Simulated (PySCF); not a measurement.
B₂Cl₄, charge -1, doublet, geometry from GFN2-xTB (a state made from the parent by changing its charge; the spin is typed, not shown lowest); MP2/cc-pVDZ run with PySCF.

Here is a job for PySCF.
```python
from pyscf import gto, scf, mp

mol = gto.M(
    atom='''
Cl   -1.642920   -1.653476   -0.117481
B    -0.778885   -0.075098   -0.063347
Cl   -1.924122    1.309551   -0.172628
B     0.778885    0.075098    0.063347
Cl    1.924122   -1.309551    0.172628
Cl    1.642920    1.653476    0.117481
''',
    basis='cc-pvdz',
    charge=-1,
    spin=1,
    verbose=4,
)

mf = scf.UHF(mol)
mf.kernel()

pt = mp.MP2(mf)
pt.kernel()
print('E(MP2) = %.10f' % pt.e_tot)
```

What does PySCF print? Leave out banner, timings and long lists.


```
PySCF version 2.14.0

[INPUT] verbose = 4
[INPUT] num. atoms = 6
[INPUT] num. electrons = 79
[INPUT] charge = -1
[INPUT] spin (= nelec alpha-beta = 2S) = 1
[INPUT] symmetry False subgroup None
[INPUT] Mole.unit = angstrom
[INPUT] Symbol           X                Y                Z      unit          X                Y                Z       unit  Magmom
[INPUT]  1 Cl    -1.642920000000  -1.653476000000  -0.117481000000 AA   -3.104668844570  -3.124616793541  -0.222006914840 Bohr   0.0
[INPUT]  2 B     -0.778885000000  -0.075098000000  -0.063347000000 AA   -1.471879332532  -0.141914652503  -0.119708480813 Bohr   0.0
[INPUT]  3 Cl    -1.924122000000   1.309551000000  -0.172628000000 AA   -3.636063610250   2.474692736150  -0.326219641431 Bohr   0.0
[INPUT]  4 B      0.778885000000   0.075098000000   0.063347000000 AA    1.471879332532   0.141914652503   0.119708480813 Bohr   0.0
[INPUT]  5 Cl     1.924122000000  -1.309551000000   0.172628000000 AA    3.636063610250  -2.474692736150   0.326219641431 Bohr   0.0
[INPUT]  6 Cl     1.642920000000   1.653476000000   0.117481000000 AA    3.104668844570   3.124616793541   0.222006914840 Bohr   0.0

nuclear repulsion = 422.075290706126
number of shells = 30
number of NR pGTOs = 216
number of NR cGTOs = 100
basis = cc-pvdz
ecp = {}

******** <class 'pyscf.scf.uhf.UHF'> ********
method = UHF
initial guess = minao
damping factor = 0
level_shift factor = 0
DIIS = <class 'pyscf.scf.diis.CDIIS'>
diis_start_cycle = 1
diis_space = 8
diis_damp = 0
SCF conv_tol = 1e-09
SCF conv_tol_grad = None
SCF max_cycles = 50
direct_scf = True
direct_scf_tol = 1e-13
number electrons alpha = 40  beta = 39
Set gradient conv threshold to 3.16228e-05
init E= -1888.42829436387

cycle= 1 E= -1887.51496636  delta_E= 0.913  |g|= 0.313  |ddm|= 1.64
cycle= 2 E= -1887.57312458291  delta_E= -0.0582  |g|= 0.162  |ddm|= 0.454
cycle= 3 E= -1887.58925920477  delta_E= -0.0161  |g|= 0.0372  |ddm|= 0.186
cycle= 4 E= -1887.59085513391  delta_E= -0.0016  |g|= 0.00764  |ddm|= 0.0705
cycle= 5 E= -1887.59092539195  delta_E= -7.03e-05  |g|= 0.00241  |ddm|= 0.0133
cycle= 6 E= -1887.59093664498  delta_E= -1.13e-05  |g|= 0.000774  |ddm|= 0.00701
cycle= 7 E= -1887.59093796174  delta_E= -1.32e-06  |g|= 0.00025  |ddm|= 0.00259
cycle= 8 E= -1887.59093809355  delta_E= -1.32e-07  |g|= 8.68e-05  |ddm|= 0.000858
cycle= 9 E= -1887.59093810961  delta_E= -1.61e-08  |g|= 2.99e-05  |ddm|= 0.000311
cycle= 10 E= -1887.59093811133  delta_E= -1.72e-09  |g|= 9.55e-06  |ddm|= 9.75e-05
cycle= 11 E= -1887.59093811151  delta_E= -1.78e-10  |g|= 3.38e-06  |ddm|= 2.71e-05
Extra cycle  E= -1887.59093811152  delta_E= -5.46e-12  |g|= 1.83e-06  |ddm|= 5.37e-06
converged SCF energy = -1887.59093811152  <S^2> = 0.75691213  2S+1 = 2.0069002

******** <class 'pyscf.mp.ump2.UMP2'> ********
nocc = (np.int64(40), np.int64(39)), nmo = (100, 100)
E(UMP2) = -1888.31744422282  E_corr = -0.726506111305664
E(SCS-UMP2) = -1888.28518217115  E_corr = -0.694244059637681
E_corr(same-spin) = -0.204880700687441
E_corr(oppo-spin) = -0.521625410618223
E(MP2) = -1888.3174442228
```
